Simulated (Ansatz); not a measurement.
Consider the atomization: `C[N]1[CH2][GeH]1[OH]` → 2 C• + Ge• + 7 H• + N• + O•.

Program: Ansatz. Geometries: PBE0-D4/def2-TZVP. ΔE: electronic, gas phase. CBS: MP2 limit from def2 TZ/QZ plus the TZ coupled-cluster correction, frozen cores. This one scheme is used for every species, atoms too. Functionals use def2-TZVPP. Open shells (•) are unrestricted, without spin–orbit coupling. Spin–orbit coupling would lower the free atoms: a little for C, O; clearly for Ge. Bonds to Ge are less sure, by a few kJ/mol each and by 10 to 20 or more in all where they break to atoms, as the def2 sets lack core-valence functions. Scalar relativity is left out up to krypton. Each species was taken in one conformer, which may not be the lowest.

```csv
species,B2PLYP energy (Eh)
`C[N]1[CH2][GeH]1[OH]`,-2286.91975
C•,-37.82703
Ge•,-2076.55041
H•,-0.49861
N•,-54.56930
O•,-75.05191
```

Task: Work out ΔE.

Result: ΔE = 7 × (-0.49861) + 2 × (-37.82703) + (-2076.55041) + (-54.56930) + (-75.05191) − (-2286.91975) = 1.60380 Eh = +1006.4 kcal/mol. CCSD(T)/CBS gives +1021.0 kcal/mol.

Largest T1 diagnostic among the species: 0.012.

The D4 term adds +9.0 kcal/mol with B3LYP and +4.7 kcal/mol with PBE0; it sums over pairs of atoms, weighted by their polarisabilities, and B3LYP, whose exchange is more repulsive, gets the larger term. From PBE to PBE0 (25 % exact exchange), in def2-TZVPP and without D4, ΔE moves by −23.1 kcal/mol: exact exchange takes away binding that semilocal exchange gives to molecules. In def2-TZVPP, CCSD(T) changes the Hartree–Fock value by +298.1 kcal/mol (the triples alone add +18.3 kcal/mol) and MP2 by +315.1 kcal/mol; breaking electron pairs costs correlation energy, which Hartree–Fock lacks.

B3LYP here is the variant with VWN-RPA as its local correlation; programs differ in this.

For atomizations the MP2-based limit and the directly extrapolated one differ by several kJ/mol either way, and by 10 to 25 for some Ge, Se and Sn compounds, so smaller differences from it don't rank the levels.
